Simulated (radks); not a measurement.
Initial-state core-level shifts of neutral osmium when its valence configuration changes from [Xe] 4f14 5d6 6s2. All-electron calculation, scalar-relativistic Kohn-Sham, PBE, spin-polarised, spherical densities, point nucleus; open shells are filled with parallel spins first (spin-orbit coupling, left out, can overturn this in heavy ions). Program: a radial shooting solver on a logarithmic mesh with Libxc functionals. Shifts are changes of the shell-averaged eigenvalues in eV (positive: less bound).

[
 {"valence": "4f14 5d5.5 6s2 6p0.5", "2p": "-2.163", "3p": "-2.152", "4p": "-2.151", "5s": "-2.092"},
 {"valence": "4f13 5d7 6s2", "2p": "-11.611", "3p": "-13.381", "4p": "-11.362", "5s": "-4.099"},
 {"valence": "4f14 5d5 6s2 6p1", "2p": "-4.336", "3p": "-4.308", "4p": "-4.304", "5s": "-4.164"},
 {"valence": "4f12 5d8 6s2", "2p": "-23.725", "3p": "-27.396", "4p": "-23.006", "5s": "-8.082"},
 {"valence": "4f12 5d7 6s2 6p1", "2p": "-28.708", "3p": "-32.347", "4p": "-27.930", "5s": "-12.819"},
 {"valence": "4f14 5d6 6s1.5 6p0.5", "2p": "-0.800", "3p": "-0.804", "4p": "-0.806", "5s": "-0.805"},
 {"valence": "4f13.5 5d6 6s2 6p0.5", "2p": "-7.998", "3p": "-8.854", "4p": "-7.885", "5s": "-4.241"},
 {"valence": "4f13 5d7 6s1.5 6p0.5", "2p": "-12.461", "3p": "-14.235", "4p": "-12.219", "5s": "-4.960"},
 {"valence": "4f12 5d7 6s1 6p2", "2p": "-30.010", "3p": "-33.663", "4p": "-29.249", "5s": "-14.134"}
]
